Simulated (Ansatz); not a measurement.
Two members of one family (Series SiCl3X), computed with Ansatz in the gas phase. The two geometries come from different levels. Binding counts from free atoms in the multiplicity of their measured ground term, without zero-point energy. A dash marks a value that wasn't run or was left out as unsound. The structures are stationary points that may keep the symmetry of their start. Remarks come from the PBE and PBE0 runs and from stability tests at other levels; not every state was tested. HOMO above LUMO (over both spins in singlets and doublets, within one spin in higher multiplets; at PBE or PBE0), or a gap under 0.15 eV within one spin, warns that the state may not be the lowest or that an electron is smeared out.

First: SiMeCl3 (singlet, charge 0, PBE0-D4/def2-SVP geometry).

| atom | x (Å) | y (Å) | z (Å) |
| --- | --- | --- | --- |
| Si1 | 0.378 | -0.177 | -0.674 |
| C2 | -0.501 | 0.236 | 0.896 |
| H3 | -0.565 | -0.656 | 1.538 |
| H4 | -1.519 | 0.590 | 0.676 |
| H5 | 0.043 | 1.024 | 1.436 |
| Cl6 | 0.501 | 1.473 | -1.889 |
| Cl7 | -0.619 | -1.655 | -1.694 |
| Cl8 | 2.283 | -0.835 | -0.287 |

| level | HOMO (eV) | LUMO (eV) | gap (eV) | vertical IE (eV) | binding per atom (eV) |
| --- | --- | --- | --- | --- | --- |
| PBE-D4/def2-SVP | -7.52 | -0.46 | 7.06 | – | 3.72 |
| PBE0-D4/def2-SVP | -9.03 | 0.54 | 9.56 | – | 3.68 |
| PBE0-D4/def2-TZVP | -9.16 | 0.09 | 9.25 | 11.18 | 3.70 |
| BHLYP-D4/def2-TZVP | -10.43 | 1.18 | 11.61 | 11.57 | 3.58 |
| CAM-B3LYP-D4/def2-TZVP | -10.52 | 1.20 | 11.73 | – | 3.65 |

Remarks: gap within one spin near zero at PBE or PBE0 (+1 doublet).

Second: Si(iPr)Cl3 (singlet, charge 0, PBE-D4/def2-SVP geometry).

```xyz
14

Si    1.511    0.254    0.552
C    -0.340   -0.028    0.332
C    -0.617   -1.405   -0.293
C    -0.976    1.124   -0.463
H    -0.736   -0.014    1.374
H    -0.181   -2.228    0.308
H    -0.194   -1.470   -1.317
H    -1.711   -1.580   -0.371
H    -2.075    0.980   -0.538
H    -0.793    2.107    0.015
H    -0.571    1.166   -1.495
Cl    2.367   -1.276    1.658
Cl    1.869    2.043    1.536
Cl    2.448    0.325   -1.298
```

**Question.** Estimate the same table for the second.

**Answer.** 
```json
{"level": "PBE-D4/def2-SVP", "HOMO (eV)": "-7.28", "LUMO (eV)": "-0.72", "gap (eV)": "6.57", "vertical IE (eV)": "–", "binding per atom (eV)": "4.00"}
{"level": "PBE0-D4/def2-SVP", "HOMO (eV)": "-8.63", "LUMO (eV)": "0.27", "gap (eV)": "8.90", "vertical IE (eV)": "–", "binding per atom (eV)": "3.96"}
{"level": "PBE0-D4/def2-TZVP", "HOMO (eV)": "-8.66", "LUMO (eV)": "-0.12", "gap (eV)": "8.55", "vertical IE (eV)": "10.43", "binding per atom (eV)": "3.94"}
{"level": "BHLYP-D4/def2-TZVP", "HOMO (eV)": "-9.88", "LUMO (eV)": "0.99", "gap (eV)": "10.86", "vertical IE (eV)": "10.72", "binding per atom (eV)": "3.82"}
{"level": "CAM-B3LYP-D4/def2-TZVP", "HOMO (eV)": "-10.02", "LUMO (eV)": "1.00", "gap (eV)": "11.02", "vertical IE (eV)": "–", "binding per atom (eV)": "3.91"}
```

Remarks: gap within one spin near zero at PBE or PBE0 (+1 doublet).
